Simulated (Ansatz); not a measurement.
Start from `OC[SiH](F)F` and change one atom or group to get `F[SiH](F)S`.

Ansatz, PBE0-D4/def2-TZVP geometries, multiplicity 1. Each molecule was computed in one conformer, which needn't be the lowest.

```tsv
property	`OC[SiH](F)F`
HOMO–LUMO gap (ωB97M-V/def2-TZVPP) / eV	12.23
size of the dipole moment (PBE/def2-TZVPP) / D	1.90
HOMO energy (B3LYP/def2-TZVPP) / eV	-7.75
size of the dipole moment (B3LYP/def2-TZVPP) / D	2.07
HOMO energy (PBE/def2-TZVPP) / eV	-6.38
HOMO energy (ωB97M-V/def2-TZVPP) / eV	-10.33
```

(1) Give the same properties after the change, and the shifts. (Best estimate.)

Results:

(1) Computed: 
```tsv
property	`F[SiH](F)S`	shift
HOMO–LUMO gap (ωB97M-V/def2-TZVPP) / eV	12.36	0.13
size of the dipole moment (PBE/def2-TZVPP) / D	0.72	-1.18
HOMO energy (B3LYP/def2-TZVPP) / eV	-8.01	-0.26
size of the dipole moment (B3LYP/def2-TZVPP) / D	0.79	-1.28
HOMO energy (PBE/def2-TZVPP) / eV	-6.99	-0.61
HOMO energy (ωB97M-V/def2-TZVPP) / eV	-10.50	-0.17
```

With PBE0 the HOMO falls by 0.31 eV and the LUMO falls by 0.26 eV, so the gap widens by about 0.05 eV. PBE moves the HOMO by -0.61 eV and ωB97M-V by -0.17 eV. Dipoles are sizes alone; their direction can turn.

B3LYP here is the variant with VWN-RPA as its local correlation; programs differ in this.
